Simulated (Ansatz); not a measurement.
```yaml
crystal:
  periodic: [false, false, false]
  atoms:
    - {symbol: C, position_ang: [-0.318318, 0.742636, 0.152032]}
    - {symbol: B, position_ang: [0.004816, 0.017613, -0.422251]}
    - {symbol: C, position_ang: [0.322320, -0.742994, 0.076993]}
    - {symbol: F, position_ang: [0.696176, -1.355508, -0.484035]}
    - {symbol: H, position_ang: [-1.095182, 0.869839, -0.048819]}
    - {symbol: H, position_ang: [-0.299543, 0.787374, 0.781922]}
    - {symbol: H, position_ang: [0.015703, 1.285432, -0.033541]}
    - {symbol: H, position_ang: [0.007924, 0.047914, -1.080452]}
    - {symbol: H, position_ang: [-0.177859, -1.153939, 0.465103]}
    - {symbol: H, position_ang: [0.812162, -0.670377, 0.568210]}
basis:
  gaussian: {orbitals: def2-mTZVPP}
hamiltonian: {xc: {name: PBE}, dispersion: d3bjatm}
accuracy: high
```

```sh
$ ansatz run in.yaml --threads 2 --pin off --events-out ev --progress --plain --max-ram 4352MiB
```

It prints (some lines left out):

```
Functional definition: PBE
2323 factors; integrals over basis functions are off by at most 3.9e-9 eV
mean field evaluation 1: about -5431.5238 eV, gradient 1.5e2 eV
mean field evaluation 2: about -5249.5737 eV, gradient 2.8e2 eV
mean field evaluation 4: about -5472.7835 eV, gradient 1.9e1 eV
mean field evaluation 8: about -5473.3872 eV, gradient 1.9e-1 eV
mean field evaluation 16: about -5473.3853 eV, gradient 3.9e-5 eV
mean field -5473.38525513 eV, -201.1431981323 hartree, gradient 5.6e-8 eV, S^2 0.000000; 0 other end points of the search recorded, 0 dependent functions left out
reference -5473.38525920 eV, -201.1431982818 hartree; 16, 16 occupied and 95, 95 virtual orbitals, 2323 factors
Total energy: -5473.55824087 eV, -201.1495552409 hartree
```

**Question.** What is wrong with this run?

**Answer.** The geometry is squeezed to about two thirds of its size. The calculation finished and met its thresholds. The result belongs to that input, not to the molecule as meant.
